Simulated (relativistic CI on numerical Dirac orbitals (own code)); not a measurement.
**What each ingredient does to the levels of Au30+**

Base calculation: Dirac-Coulomb-Breit CI, orbitals from a KLI potential per configuration, model QED (radiative potential, 1s self-energy scaled to tabulated hydrogen-like ionisation energies), unscaled Slater integrals.

Configuration list (outside the closed core [Ar] 3d10): 4s2 4p6 4d10 4f3, 4s2 4p6 4d9 4f4, 4s2 4p6 4d10 4f2 5s, 4s2 4p6 4d10 4f2 5p, 4s2 4p6 4d10 4f 5s2, 4s2 4p5 4d10 4f4, 4s2 4p6 4d10 4f 5s 5p, 4s2 4p6 4d10 4f2 5d, 4s2 4p6 4d10 4f 5p2, 4s2 4p6 4d10 4f 5s 5d, 4s 4p6 4d10 4f4, 4s2 4p6 4d9 4f3 5s, 4s2 4p4 4d10 4f5, 4s2 4p6 4d9 4f2 5s2, 4s2 4p6 4d10 4f 5p 5d, 4s2 4p6 4d10 4f2 5f, 4s2 4p6 4d9 4f3 5p, 4s2 4p6 4d10 4f2 6s, 4s2 4p6 4d10 4f 5d2, 4s2 4p6 4d10 4f2 5g, 4s2 4p6 4d10 4f2 6p, 4p6 4d10 4f5, 4s2 4p6 4d10 4f2 6d, 4s2 4p5 4d10 4f2 5s2, 4s2 4p5 4d10 4f3 5s, 4s2 4p6 4d10 4f2 7s, 4s2 4p6 4d10 4f2 6g, 4s 4p6 4d10 4f2 5s2, 4p6 4d10 4f4 5s. Levels of other configurations are missing.

Variants: (1) only the first configuration; (2) non-relativistic limit. Shifts of the energy above 4s2 4p6 4d10 4f3 4I°_9/2, in cm⁻¹, for the lowest level and the first level of each name with at least 55 % of one term (blank where a level changes its place among those of its configuration and J or its character, or is not in the variant):

| Level | Base | Δ(1) | Δ(2) |
| --- | --- | --- | --- |
| 4s2 4p6 4d10 4f3 4I°_9/2 | 0.0 | 0.0 | 0.0 |
| 4s2 4p6 4d10 4f3 4I°_11/2 | 33824.9 | -202.5 | -33824.9 |
| 4s2 4p6 4d10 4f3 4I°_13/2 | 59588.8 | -143.9 | -59588.7 |
| 4s2 4p6 4d10 4f3 4I°_15/2 | 79956.2 | +63.7 | -79956.2 |
| 4s2 4p6 4d10 4f3 4G°_7/2 | 91809.3 | +2379.6 |  |
| 4s2 4p6 4d10 4f3 2K°_13/2 | 101103.2 | +404.8 | -44839.4 |
| 4s2 4p6 4d10 4f3 4F°_9/2 | 102760.0 | +1789.4 |  |
| 4s2 4p6 4d10 4f3 2H°_11/2 | 103431.6 | +1398.3 | -66253.9 |
| 4s2 4p6 4d10 4f3 2P°_1/2 | 111102.6 | +2445.5 | -43070.4 |
| 4s2 4p6 4d10 4f3 4G°_9/2 | 117762.1 | +2265.6 |  |
| 4s2 4p6 4d10 4f3 4G°_11/2 | 144610.6 | +1874.8 |  |
| 4s2 4p6 4d10 4f3 4D°_1/2 | 150857.6 | +2842.2 | -59425.3 |
| 4s2 4p6 4d10 4f3 2I°_13/2 | 156734.0 | +1177.3 | -66674.4 |
| 4s2 4p6 4d10 4f3 4D°_7/2 | 157521.8 | +4121.4 | -66089.5 |

At this charge energies of transitions that change n are usually good to better than 1 %, and those within a shell (Δn = 0) to a few per cent. Terms inside the open d or f shell come out 10 to 20 % too wide with unscaled integrals.

Ionisation energy from the two ground configurations alone: base 1082.52 eV. The NIST ASD value (theoretical) is 1100 eV.

LS names give the leading component of a level, which can be under half, so a name can repeat, a term be missing and a line seem to break the LS rules.
